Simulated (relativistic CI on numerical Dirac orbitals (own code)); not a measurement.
# Crystal-field levels of Os4+, 5d4

Calculated by Dirac-Coulomb-Breit CI, separate exchange-only KLI orbitals for each configuration, model QED (radiative potential, 1s self-energy scaled to tabulated hydrogen-like ionisation energies), valence Slater integrals scaled by 0.75, one configuration in a parametric crystal field (own radial code).

Field parameters in Wybourne normalisation: Td as Oh with Dq negative (B⁴₀ = 21Dq, B⁴₄ = √(5/14) B⁴₀). The field is a parameter set, without covalency.

S is read from ⟨S²⟩ = S(S + 1).

Levels (cm⁻¹, degeneracy): 0 (1), 4745 (3), 7352 (3), 9192 (2), 10008 (3), 10504 (1), 11124 (3), 13630 (2), 14792 (1), 14827 (3), 16430 (3), 17193 (1).

(1) Which field gives this pattern?
A. Td, 10Dq = -18650 cm⁻¹
B. Td, 10Dq = -8550 cm⁻¹
C. Td, 10Dq = -12750 cm⁻¹

Answers

(1) B. Td, 10Dq = -8550 cm⁻¹, ground level with S = 1.49.
